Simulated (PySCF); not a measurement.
**Ionisation energy of Rh³¹⁺ by level of theory**

Rh³¹⁺ [Ne] 3s2 3p2 [3p1/2^2, M_J = 0] → Rh³²⁺ [Ne] 3s2 3p1 [3p1/2^1, M_J = 1/2], as a difference of total energies. Computed with PySCF 2.14 in an even-tempered Gaussian basis (19 s from 5.2 bohr⁻², ratio 2.4; 13 p from 6.8 bohr⁻², ratio 2.4; 4 d from 25 bohr⁻², ratio 2.6; 4 f from 37 bohr⁻², ratio 2.6), with the two-component X2C-1e Hamiltonian. Correlated levels: 1s2 frozen; the 50 highest virtual spinors dropped. "Screened" scales the spin-orbit matrix elements by Boettger's factors to mimic the two-electron term; Breit and QED terms are absent.

```tsv
method	ionisation energy (eV)
GHF (spin-free)	1830.8
GMP2 (spin-free)	1831.4
GHF (screened spin-orbit)	1847.1
GMP2 (screened spin-orbit)	1848.9
```

Breit and QED terms and the two-electron picture change are absent.

The spin-free rows relax to the high-spin LS determinant and lack the spin-orbit shift.

The labels give the starting determinants; with spin-orbit coupling the two ends relaxed to ⟨J²⟩ = 0.00, ⟨L²⟩ = 1.34, ⟨S²⟩ = 1.34 and ⟨J²⟩ = 0.75, ⟨L²⟩ = 2.01, ⟨S²⟩ = 0.75.

For comparison: 1851 ± 4 eV (semi-empirical (NIST evaluation); NIST Atomic Spectra Database, ionization energies).
